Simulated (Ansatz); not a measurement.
Isolated molecules relaxed with PBE0-D4/def2-TZVP in Ansatz; ΔE leaves out vibrations. CBS: MP2 limit from def2 TZ/QZ plus the TZ coupled-cluster correction, frozen cores. For Ge outer-core shells are correlated without core-valence functions, which leaves a few kJ/mol of doubt a bond. Scalar relativity is left out up to krypton. Each species was taken in one conformer, which may not be the lowest.

Reaction (ligand exchange at the Si–N bond): `[NH2][GeH2][NH][SiH](N)F` + `N[SiH](N)F` → `N[Si@H](F)N[Si@H](N)F` + `[NH2][GeH2][NH2]`

`[NH2][GeH2][NH][SiH](N)F`:

Z-matrix (Å, degrees):
```
Ge
N 1 1.833
N 1 1.848 2 106.6
H 1 1.543 2 105.6 3 121.8
H 1 1.535 2 113.0 3 -115.4
Si 2 1.704 1 126.5 3 59.5
H 2 1.008 1 115.2 3 -119.8
H 3 1.011 1 113.8 2 -159.6
H 3 1.011 1 114.2 2 75.0
N 6 1.690 2 106.3 1 -21.2
F 6 1.604 2 114.3 1 96.3
H 6 1.483 2 108.7 1 -149.6
H 10 1.010 6 120.9 2 -26.6
H 10 1.004 6 124.2 2 158.6
```

`N[SiH](N)F`:

```xyz
9

N     0.332   -1.358   -0.350
Si   -0.492    0.122   -0.219
N     0.436    1.148    0.759
F    -0.693    0.583   -1.742
H     0.159   -1.981   -1.121
H     0.667   -1.842    0.465
H    -1.859    0.133    0.353
H     0.023    1.932    1.235
H     1.426    1.262    0.619
```

`N[Si@H](F)N[Si@H](N)F`:

Cartesian coordinates in Å:
```
N 1.763 -0.357 -0.720
Si 1.083 1.116 -0.173
F 1.674 1.280 1.302
N -0.616 1.011 -0.234
Si -1.683 -0.217 0.330
N -0.746 -1.544 0.770
F -2.718 -0.486 -0.865
H 1.537 -0.680 -1.648
H 2.726 -0.559 -0.495
H 1.468 2.349 -0.900
H -1.069 1.819 -0.639
H -2.557 0.196 1.449
H -1.041 -2.240 1.431
H 0.179 -1.689 0.394
```

`[NH2][GeH2][NH2]`:

Z-matrix (Å, degrees):
```
Ge
N 1 1.832
N 1 1.832 2 103.7
H 1 1.547 2 105.1 3 -123.1
H 1 1.547 2 116.8 3 115.1
H 2 1.010 1 115.2 3 168.1
H 2 1.010 1 114.4 3 -63.9
H 3 1.010 1 115.2 2 168.1
H 3 1.010 1 114.5 2 -63.9
```

| species | HF/def2-QZVPP energy (Eh) |
| --- | --- |
| `[NH2][GeH2][NH][SiH](N)F` | -2632.11998 |
| `N[SiH](N)F` | -500.45962 |
| `N[Si@H](F)N[Si@H](N)F` | -944.69347 |
| `[NH2][GeH2][NH2]` | -2187.88228 |

(1) Work out ΔE.

Largest T1 diagnostic among the species: 0.011.

## Answers

(1) ΔE = (-944.69347) + (-2187.88228) − (-2632.11998) − (-500.45962) = 0.00385 Eh = +0.10 eV. CCSD(T)/CBS gives +0.12 eV.
